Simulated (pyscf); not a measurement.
Optimised with ωB97X-D3(BJ)/def2-SVP in PySCF.

Estimate the classical barrier height and the reaction energy of Cl–SbH₂ + Cl–SbH–Cl → SbH₃ + Cl–Sb(Cl)–Cl at r²SCAN/def2-TZVP. The step runs on the singlet surface, breaks Cl–Sb, H–Sb and forms H–Sb, Cl–Sb; take the separated reactants as zero.

ΔE‡ = 17.7 kcal/mol, ΔE = -8.4 kcal/mol. ωB97M-D3(BJ)/def2-TZVP gives 22.3 kcal/mol and -6.9 kcal/mol. Zero-point energy shifts the barrier by +0.2 kcal/mol. It is a four-centre exchange, with an imaginary mode of 211i cm⁻¹. On the reactant side the descent ends in a bound adduct, 9.6 kcal/mol under the separated species and 25.8 kcal/mol under the saddle at ωB97X-D3(BJ)/def2-TZVP. At ωB97X-D3(BJ) the barrier from the zero used here is 16.2 kcal/mol. This is the saddle that the search found; another between the same sides may lie lower. Elements past Kr carry the def2 core potentials, without spin-orbit coupling.
